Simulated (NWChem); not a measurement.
C$_{2}$H$_{7}$FOSi; SMILES CC[Si@@H](O)F

```xyz
12

C      0.1100     2.3056    -0.0410
C     -0.7232     1.0698     0.2935
Si    -0.0066    -0.5292    -0.3473
O      1.5172    -0.8250     0.2252
F     -1.0068    -1.7210     0.1334
H     -0.3401     3.2245     0.3651
H      1.1297     2.2260     0.3672
H      0.2099     2.4449    -1.1294
H     -1.7461     1.1625    -0.1124
H     -0.8530     0.9673     1.3863
H      0.1058    -0.5893    -1.8245
H      1.6474    -0.8071     1.1777
```
Atoms are numbered in this order, from 1.

Results from NWChem. The geometry was optimised at PBE0/def2-SVP. Not confirmed as a minimum by frequencies. GIAO values for the isolated, static molecule; σ is the absolute isotropic shielding, δ = σ(reference) − σ with the isolated reference molecule computed at the same levels (13C: tetramethylsilane, 19F: trichlorofluoromethane, 1H: tetramethylsilane, 17O: water, 29Si: tetramethylsilane).

### Question
What does the run give for LDA (Slater exchange, VWN5)/pcSseg-1? Quantities: δ C1 (ppm); δ C2 (ppm); δ Si3 (ppm); δ O4 (ppm); δ F5 (ppm); δ H6 (rotor mean) (ppm); δ H10 (ppm).

### Answer
δ C1 (ppm): 4.2
δ C2 (ppm): 12.2
δ Si3 (ppm): 7.1
δ O4 (ppm): 75.8
δ F5 (ppm): -159.2
δ H6 (rotor mean) (ppm): 0.92
δ H10 (ppm): 0.54
